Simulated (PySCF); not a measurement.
C3H6GeO. Atoms are numbered in the order given.

```xyz
11

O     -2.5331     0.3432     0.0000
C     -1.4107    -0.0911     0.0000
C     -0.4955    -0.3089    -1.2151
Ge     1.0428     0.0949     0.0000
C     -0.4955    -0.3089     1.2151
H     -0.7606     0.2836    -2.1004
H     -0.4526    -1.3776    -1.4860
H      2.2169    -0.8979     0.0000
H      1.5131     1.5580     0.0000
H     -0.4526    -1.3776     1.4860
H     -0.7606     0.2836     2.1004
```
Charge 0, spin multiplicity 1.

The structure is a stationary point at B3LYP-D3(BJ)/def2-SVP. The structure was generated by enumeration, and PubChem lists no compound with its InChIKey, so it may never have been made.

Computed with PBE/def2-TZVP (PySCF).

ESP charges are fitted to the potential on shells at 1.4 to 2.0 van der Waals radii. Atomic charges (e):

```json
[
 {"atom": "O1", "ESP fit": "-0.49", "Löwdin": "0.16", "Mulliken": "-0.21"},
 {"atom": "C2", "ESP fit": "0.73", "Löwdin": "-0.41", "Mulliken": "?"},
 {"atom": "C3", "ESP fit": "-0.66", "Löwdin": "-0.35", "Mulliken": "?"},
 {"atom": "Ge4", "ESP fit": "0.42", "Löwdin": "0.46", "Mulliken": "0.16"},
 {"atom": "C5", "ESP fit": "-0.66", "Löwdin": "-0.35", "Mulliken": "?"},
 {"atom": "H6", "ESP fit": "0.20", "Löwdin": "0.14", "Mulliken": "?"},
 {"atom": "H7", "ESP fit": "0.19", "Löwdin": "0.15", "Mulliken": "?"},
 {"atom": "H8", "ESP fit": "-0.07", "Löwdin": "-0.05", "Mulliken": "0.00"},
 {"atom": "H9", "ESP fit": "-0.06", "Löwdin": "-0.04", "Mulliken": "0.01"},
 {"atom": "H10", "ESP fit": "0.19", "Löwdin": "0.15", "Mulliken": "?"},
 {"atom": "H11", "ESP fit": "0.20", "Löwdin": "0.14", "Mulliken": "?"}
]
```

**Question.** What belongs in the gaps? (The exact figures need the calculation; the answer reports its results.)

**Answer.** 
- C2, Mulliken: 0.12
- C3, Mulliken: -0.30
- C5, Mulliken: -0.30
- H6, Mulliken: 0.13
- H7, Mulliken: 0.13
- H10, Mulliken: 0.13
- H11, Mulliken: 0.13
